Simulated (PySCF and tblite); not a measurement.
Values are calculated unless marked as measured or tabulated.
C3H7BrSi2, numbered as in [CH:1]#[C:2][C@H:3]([SiH3:4])[SiH2:5][Br:6].

The ensemble was built from 150 distance-geometry starts (ETKDG and KDG, MMFF94s, GFN2-xTB) and rests on GFN2-xTB geometries. Weights use PBE0-D3(BJ)/def2-SVP (IEF-PCM, acetonitrile) energies plus GFN2-xTB zero-point and thermal terms (modes under about 100 cm⁻¹ blended into free rotors). Symmetry numbers and mirror images are counted. Conformers within 2.5 kcal/mol (GFN2-xTB free energy) were kept, 4 at most. GIAO shieldings: wB97X-D/pcSseg-1 (IEF-PCM, acetonitrile). Shifts are against TMS (¹H), TMS (¹³C), TMS (²⁹Si) at the same level. Programs: PySCF with density fitting and tblite.

Torsions listed: Si4–C3–Si5–Br6.

```json
{"conformer": "1", "shape": "65°", "symmetry": "C1", "E(GFN2) kcal/mol": "0.00", "E(DFT) kcal/mol": "0.05"}
{"conformer": "2", "shape": "-59°", "symmetry": "C1", "E(GFN2) kcal/mol": "0.47", "E(DFT) kcal/mol": "0.00"}
{"conformer": "3", "shape": "176°", "symmetry": "C1", "E(GFN2) kcal/mol": "1.11", "E(DFT) kcal/mol": "0.29"}
```

How much do the weights at 298.15 K and the averaged shift of Si5 depend on how the conformers are weighted?


```tsv
weighting	1 (%)	2 (%)	3 (%)	δ (ppm)	rms dipole (D)
DFT energy with thermal terms, symmetry and mirror images (full scheme)	37	34	28	-9.0	2.24
DFT energy with symmetry and mirror images	36	40	24	-8.9	2.26
bare DFT energy	36	40	24	-8.9	2.26
GFN2-xTB energy with symmetry and mirror images	62	28	10	-11.7	2.01
GFN2-xTB free energy	64	25	11	-11.9	1.99
leading conformer alone	100	0	0	-15.8	1.57
equal weights	33	33	33	-8.6	2.27
full scheme, search stopped after three starts	0	55	45	-5.0	2.56
```

The largest departure from the full scheme, 6.8 ppm, comes with: leading conformer alone.

Spin–orbit effects of the heavy atoms on shieldings are missing. Unscaled ²⁹Si shifts at such levels can be off by tens of ppm; differences between conformers or isomers are more reliable.


Conformer gaps in def2-SVP on xTB geometries can be 2 kcal/mol too large for S=O, P=O and other polar bonds.